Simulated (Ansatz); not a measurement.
## Abstraction of Br: CH2BrI + C3H7 → CH2I + C3H7Br

Species: CH2BrI `BrCI`, singlet; C3H7 (methylethyl) `C[CH]C`, doublet; CH2I `[CH2]I`, doublet; C3H7Br (2-bromopropane) `CC(C)Br`, singlet. A radical takes Br: the energy is the difference in strength between two C–Br bonds in different surroundings.

Shapes, held fixed at every level: PBE0-D4/def2-TZVP. Programs: Ansatz 0.2.0. The zero-point and thermal change to 298 K, harmonic and unscaled (PBE0-D4/def2-TZVP), is +0.3 kJ/mol.

Problem. Estimate ΔH(298 K) of this reaction.

Solution. The highest level, CCSD(T)/def2-TZVPP, gives ΔH(298 K) = -27.7 kJ/mol; the levels span -27.7 to -16.1. The column of differences is taken from that level and isn't an error. No measured value is set beside it here. Open shells run unrestricted. For atoms past krypton def2 sets carry core potentials with scalar relativity. Relativity is left out for Br. Outer-core shells of Br, I are correlated in most correlated rows, in sets that cover them unevenly.

| level | kind | ΔH(298 K) (kJ/mol) | less CCSD(T)/def2-TZVPP |
| --- | --- | --- | --- |
| MP2/def2-SVP | perturbation theory | -23.3 | +4.4 |
| MP2/def2-TZVPP | perturbation theory | -24.0 | +3.7 |
| HF/def2-TZVPP | Hartree–Fock | -23.0 | +4.7 |
| PBE-D4/def2-TZVPP | GGA | -16.1 | +11.6 |
| BHLYP-D4/def2-TZVPP | global hybrid | -19.5 | +8.2 |
| B2PLYP/def2-TZVPP | double hybrid | -20.0 | +7.7 |
| CCSD(T)/def2-SVP | coupled cluster or CI | -25.5 | +2.2 |
| CCSD(T)/def2-TZVPP | coupled cluster or CI | -27.7 | 0.0 |
